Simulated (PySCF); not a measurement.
**Structure elucidation problem**

Molecular formula: C6H18N3P. Simulated spectra:

¹H NMR (400 MHz, computed): δ 2.42 (m, 18H).

¹³C{¹H} NMR (computed): δ 37.8 (CH3, 6C).

PySCF calculation with shielding tensors at CAM-B3LYP/pcSseg-1 (GIAO) and geometry: PBE0-D3(BJ)/def2-SVP; isolated molecule, non-relativistic, a single conformation, rapidly exchanging positions averaged.

Chemical shifts δ = σref − σ; ¹H and ¹³C vs TMS, all at this level.

**Question.** What is the structure?

**Answer.** 
1 carbon signal for 6 carbons: some carbons are equivalent by symmetry or fast rotation. Carbon types of the structure: 6 × CH3, which accounts for all hydrogens. δC 37.8: methyl carbon bonded to N; the inductive effect lowers its shielding. δH 2.42: hydrogen on a methyl carbon bonded to N; its carbon carries N, an electronegative neighbour.

These data were computed for `CN(P(N(C)C)N(C)C)C`.

This is the structure that produced the data.

Splittings by ³¹P in the carbon and heteronuclear signals aren't shown, as no couplings were computed. Shifts are as computed, not scaled to solution data. Of 1211 compounds with measured shifts, 218 miss one by over three times the rms of a fit or turn the order of signals round; such compounds aren't used in these exercises.
